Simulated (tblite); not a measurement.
Record of a relaxation.

Species: C4H8F2O2.
Bonds: C1–O2, O2–C3, C3–O4, O4–C5, C3–C6, C6–F7, C6–F8. Hydrogens: H9, H10, H11 on C1; H12 on C3; H13, H14, H15 on C5; H16 on C6.

Computed with GFN2-xTB (tblite), gas phase: L-BFGS steps from a force-field or distance-geometry start until the largest atomic force falls under 0.01 eV/Å. 5 of its 66 geometries are shown.

Step 0: E = -822.3898 eV, largest atomic force 1.128 eV/Å
```
atom  x, y, z in Å  |  force x, y, z in eV/Å
C1      2.139   -0.289    1.057   -0.421   0.129   0.193
O2      1.159    0.740    0.846   -0.604  -0.758  -0.578
C3      0.169    0.348   -0.097    0.080  -0.203   0.969
O4     -0.540   -0.806    0.351    0.417   0.565   0.087
C5     -1.492   -1.305   -0.565   -0.211   0.365  -0.039
C6     -0.759    1.569   -0.368    0.068  -0.229   0.398
F7     -1.362    1.442   -1.581    0.099   0.058   0.239
F8     -1.740    1.669    0.561    0.162  -0.105  -0.329
H9      2.613   -0.564    0.114   -0.020  -0.040  -0.090
H10     2.894    0.099    1.738   -0.154   0.226  -0.054
H11     1.675   -1.168    1.522    0.037   0.126  -0.184
H12     0.672    0.101   -1.035    0.102  -0.051  -0.570
H13    -1.042   -1.446   -1.547    0.042   0.065  -0.221
H14    -1.848   -2.272   -0.216    0.159   0.071   0.282
H15    -2.352   -0.620   -0.641    0.154  -0.220  -0.071
H16    -0.194    2.509   -0.356    0.090   0.001  -0.034
```

Step 16: E = -822.5017 eV, largest atomic force 0.090 eV/Å
```
atom  x, y, z in Å  |  force x, y, z in eV/Å
C1      2.105   -0.283    1.050   -0.010  -0.008   0.012
O2      1.119    0.706    0.798    0.007  -0.061  -0.066
C3      0.164    0.320   -0.126   -0.009   0.018   0.043
O4     -0.539   -0.787    0.350    0.066   0.025  -0.025
C5     -1.489   -1.306   -0.555   -0.006   0.006  -0.003
C6     -0.726    1.565   -0.348    0.001   0.007   0.019
F7     -1.314    1.531   -1.570    0.025  -0.003  -0.018
F8     -1.724    1.630    0.551    0.008   0.006  -0.018
H9      2.606   -0.563    0.117    0.032   0.012   0.037
H10     2.808    0.177    1.738    0.034   0.001  -0.019
H11     1.666   -1.171    1.508   -0.029   0.019  -0.016
H12     0.635    0.077   -1.113   -0.049   0.006   0.060
H13    -1.042   -1.449   -1.544    0.005  -0.013  -0.053
H14    -1.797   -2.266   -0.151   -0.011  -0.033   0.048
H15    -2.358   -0.651   -0.642   -0.040   0.004  -0.021
H16    -0.121    2.480   -0.280   -0.025   0.012   0.022
```

Step 32: E = -822.5061 eV, largest atomic force 0.032 eV/Å
```
atom  x, y, z in Å  |  force x, y, z in eV/Å
C1      2.110   -0.288    1.045   -0.007   0.006  -0.007
O2      1.139    0.708    0.765   -0.017  -0.009   0.006
C3      0.162    0.326   -0.138    0.003   0.013   0.000
O4     -0.536   -0.779    0.346    0.017   0.027   0.006
C5     -1.490   -1.317   -0.547    0.016   0.004   0.012
C6     -0.725    1.579   -0.343   -0.016  -0.005   0.002
F7     -1.275    1.578   -1.583    0.019   0.005  -0.020
F8     -1.754    1.612    0.523   -0.001  -0.004   0.019
H9      2.638   -0.579    0.131   -0.008  -0.003  -0.005
H10     2.803    0.174    1.743    0.005  -0.010  -0.005
H11     1.652   -1.169    1.500   -0.013   0.016  -0.016
H12     0.606    0.087   -1.135    0.008  -0.023   0.011
H13    -1.047   -1.483   -1.536   -0.005  -0.002  -0.011
H14    -1.793   -2.267   -0.115   -0.006  -0.007   0.009
H15    -2.365   -0.669   -0.647    0.019   0.012  -0.007
H16    -0.131    2.496   -0.225   -0.015  -0.018   0.006
```

Step 49: E = -822.5080 eV, largest atomic force 0.015 eV/Å
```
atom  x, y, z in Å  |  force x, y, z in eV/Å
C1      2.105   -0.292    1.032   -0.001  -0.003  -0.001
O2      1.149    0.719    0.753    0.002  -0.002   0.008
C3      0.164    0.335   -0.141    0.008   0.000   0.009
O4     -0.528   -0.768    0.355    0.005   0.004   0.008
C5     -1.479   -1.317   -0.532    0.001   0.003   0.000
C6     -0.731    1.581   -0.341    0.000  -0.002   0.002
F7     -1.233    1.611   -1.601   -0.005   0.007  -0.008
F8     -1.790    1.574    0.488   -0.009   0.008   0.003
H9      2.630   -0.587    0.117   -0.002   0.002  -0.003
H10     2.804    0.152    1.736   -0.003   0.005  -0.007
H11     1.626   -1.165    1.477    0.010  -0.005   0.004
H12     0.602    0.089   -1.139   -0.003  -0.011   0.003
H13    -1.028   -1.514   -1.512    0.002  -0.012  -0.009
H14    -1.800   -2.251   -0.077   -0.001  -0.006   0.001
H15    -2.342   -0.659   -0.660   -0.006   0.007  -0.009
H16    -0.156    2.502   -0.172    0.002   0.006   0.001
```

Step 65: E = -822.5094 eV, largest atomic force 0.009 eV/Å
```
atom  x, y, z in Å  |  force x, y, z in eV/Å
C1      2.110   -0.292    1.014   -0.002   0.002  -0.001
O2      1.138    0.712    0.770   -0.001   0.005  -0.002
C3      0.149    0.337   -0.123   -0.004   0.001   0.002
O4     -0.555   -0.757    0.377   -0.008   0.004   0.001
C5     -1.476   -1.328   -0.529   -0.002  -0.002  -0.005
C6     -0.734    1.593   -0.330   -0.004   0.002   0.001
F7     -1.179    1.655   -1.611   -0.002  -0.001   0.006
F8     -1.829    1.572    0.451    0.003  -0.006  -0.002
H9      2.607   -0.578    0.081    0.006  -0.002   0.002
H10     2.827    0.156    1.697    0.002  -0.003  -0.001
H11     1.655   -1.172    1.472   -0.001  -0.001   0.000
H12     0.586    0.080   -1.118   -0.001   0.001  -0.001
H13    -0.985   -1.582   -1.476    0.002  -0.001   0.001
H14    -1.840   -2.232   -0.048    0.001   0.005   0.001
H15    -2.318   -0.660   -0.729    0.007  -0.001   0.001
H16    -0.164    2.506   -0.114    0.005  -0.003  -0.004
```

Problem. Summarise the path.

Solution. The energy falls by 11.54 kJ/mol from step 0 to step 65; nine tenths of that is first reached at step 13. It falls at every step. The largest force goes from 1.128 to 0.009 eV/Å. Among the bonds O2–C3 changes most, from 1.423 to 1.384 Å; the atoms move by 0.133 Å rms after alignment.

Problem. Follow the three bonds and two angles with the largest change from start to end.

Solution. 
```tsv
step	E above end (kJ/mol)	largest force (eV/Å)	O2–C3 (Å)	C3–O4 (Å)	C3–H12 (Å)	O4–C5–H14 (°)	O2–C3–H12 (°)
0	11.54	1.128	1.423	1.426	1.093	109.0	108.1
3	4.36	0.394	1.379	1.395	1.120	107.9	109.2
6	2.17	0.163	1.385	1.396	1.119	105.9	110.7
8	1.70	0.105	1.383	1.395	1.118	105.4	110.9
11	1.40	0.106	1.380	1.392	1.116	105.7	110.6
14	0.97	0.091	1.383	1.394	1.117	106.0	110.7
17	0.67	0.069	1.383	1.394	1.120	106.1	111.1
20	0.56	0.055	1.382	1.393	1.116	105.9	111.0
23	0.48	0.049	1.384	1.394	1.117	105.6	111.1
25	0.44	0.046	1.384	1.394	1.118	105.7	111.2
28	0.39	0.031	1.383	1.393	1.117	105.8	111.1
31	0.34	0.033	1.384	1.394	1.117	105.7	111.1
34	0.29	0.042	1.384	1.394	1.118	105.7	111.3
37	0.24	0.045	1.384	1.393	1.117	105.8	111.2
40	0.17	0.026	1.384	1.393	1.116	105.6	111.0
42	0.16	0.020	1.384	1.394	1.117	105.5	111.1
45	0.14	0.014	1.384	1.394	1.117	105.7	111.1
48	0.14	0.012	1.384	1.394	1.117	105.7	111.0
51	0.12	0.027	1.384	1.394	1.117	105.6	111.0
54	0.08	0.043	1.384	1.394	1.117	105.7	111.0
57	0.04	0.021	1.384	1.393	1.116	105.7	110.9
59	0.02	0.023	1.384	1.394	1.117	105.7	111.0
62	0.01	0.026	1.384	1.394	1.117	105.7	111.0
65	0.00	0.009	1.384	1.394	1.117	105.7	111.0
```

What follows is the cost of the whole relaxation. On an Arm Neoverse V2 with one thread, shared host with 96 logical CPUs at a one-minute load of 77, this took 0.29 s.
